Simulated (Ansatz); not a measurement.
CH$_{2}$Cl$_{2}$GeO, one more setting.

```yaml
crystal:
  periodic: [false, false, false]
  atoms:
    - {symbol: Cl, position_ang: [-1.851184, -2.225446, 0.106075]}
    - {symbol: C, position_ang: [-0.818199, -0.789538, -0.163154]}
    - {symbol: O, position_ang: [-0.801231, -0.072061, 0.643239]}
    - {symbol: Ge, position_ang: [0.400662, 1.834081, 0.400341]}
    - {symbol: Cl, position_ang: [1.506368, 0.956627, -1.485721]}
    - {symbol: H, position_ang: [-0.202949, -0.989854, -1.106757]}
    - {symbol: H, position_ang: [1.307834, 1.041734, 1.427078]}
basis:
  gaussian: {orbitals: def2-TZVPP, nuclear_model: gaussian}
hamiltonian: {xc: {name: RPBE}, dispersion: d4}
output: {forces: true}
```

```sh
$ ansatz run in.yaml --threads 4 --pin off --events-out ev --progress --plain --max-ram 10444MiB
```

It prints (some lines left out):

```
Functional definition: RPBE
1395 factors; their error is unknown
mean field evaluation 1: about -84670.5663 eV, gradient 5.7e1 eV
mean field evaluation 2: about -84647.2908 eV, gradient 1.2e2 eV
mean field evaluation 4: about -84675.9549 eV, gradient 1.2e1 eV
mean field evaluation 8: about -84676.2228 eV, gradient 2.2e-1 eV
mean field evaluation 16: about -84676.1900 eV, gradient 4.4e-3 eV
mean field -84676.18998760 eV, -3111.7925864614 hartree, gradient 3.5e-5 eV, S^2 0.000000; 0 other end points of the search recorded, 0 dependent functions left out
reference -84676.19002586 eV, -3111.7925878673 hartree; 41, 41 occupied and 181, 181 virtual orbitals, 1395 factors
Total energy: -84676.88592322 eV, -3111.8181616237 hartree
Atom 0 at    -1.851184    -2.225446     0.106075 Å, force    -0.530398    -0.794382    -0.393526 eV/Å
Atom 1 at    -0.818199    -0.789538    -0.163154 Å, force    -0.028648   -11.968906   -11.222803 eV/Å
Atom 2 at    -0.801231    -0.072061     0.643239 Å, force     0.761991    11.346865    10.648620 eV/Å
Atom 3 at     0.400662     1.834081     0.400341 Å, force     0.321022     0.384060    -0.680019 eV/Å
Atom 4 at     1.506368     0.956627    -1.485721 Å, force    -0.334311     0.235045     0.590805 eV/Å
Atom 5 at    -0.202949    -0.989854    -1.106757 Å, force    -0.541192     0.929171     0.803798 eV/Å
Atom 6 at     1.307834     1.041734     1.427078 Å, force     0.351534    -0.131854     0.253125 eV/Å
Dipole moment:    -0.305174    -0.098801     0.191534 e Å
```

It took 1.7 s on 4 threads of an Intel Xeon on a shared host, with 0.31 GiB of host memory at the peak.
